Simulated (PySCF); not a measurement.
HLiO (SMILES [Li][OH]), singlet, geometry from GFN2-xTB (such geometries of metal compounds can be far from the true shape). Base run: PySCF with PBE/6-31G, polarisability.

Input for PySCF:
```python
from pyscf import gto, scf, dft
from pyscf.prop import polarizability

mol = gto.M(
    atom='''
Li   -0.000000   -0.000000   -1.222441
O     0.000000    0.000000    0.302063
H     0.000000    0.000000    1.250820
''',
    basis='6-31g',
    charge=0,
    spin=0,
    verbose=4,
)

mf = dft.RKS(mol)
mf.xc = 'pbe'
mf.kernel()
alpha = mf.Polarizability().polarizability()[2, 2]
print('alpha_zz =', alpha)
```

Variants of this job, named by their change:

```csv
change,alpha_zz (bohr³),basis functions,outcome
base,19.21,20,converged
functional = hf,13.07,20,converged
finite field (a.u.) = 2e-4; conv_tol = 1e-11,19.21,20,converged
finite field (a.u.) = 0.02; conv_tol = 1e-11,19.25,20,converged
finite field (a.u.) = 0.05; conv_tol = 1e-11,-,20,not converged
basis = 6-31+G*,19.05,38,converged
basis = cc-pVDZ,17.86,33,converged
finite field (a.u.) = 0.001; conv_tol = 1e-6,19.48,20,converged
finite field (a.u.) = 2e-4; conv_tol = 1e-6,26.08,20,converged
basis = def2-TZVP,?,?,converged
basis = 6-31G*,?,?,converged
basis = def2-SVP,19.30,28,converged
```

**Question.** What belongs in the gaps?

**Answer.** 
- basis = def2-TZVP, alpha_zz (bohr³): 18.13
- basis = def2-TZVP, basis functions: 51
- basis = 6-31G*, alpha_zz (bohr³): 18.92
- basis = 6-31G*, basis functions: 30

Finite-field rows take the second difference of the energy in a field along z; a small field with loose convergence shows SCF noise divided by the square of the field, and a large one adds hyperpolarisability.
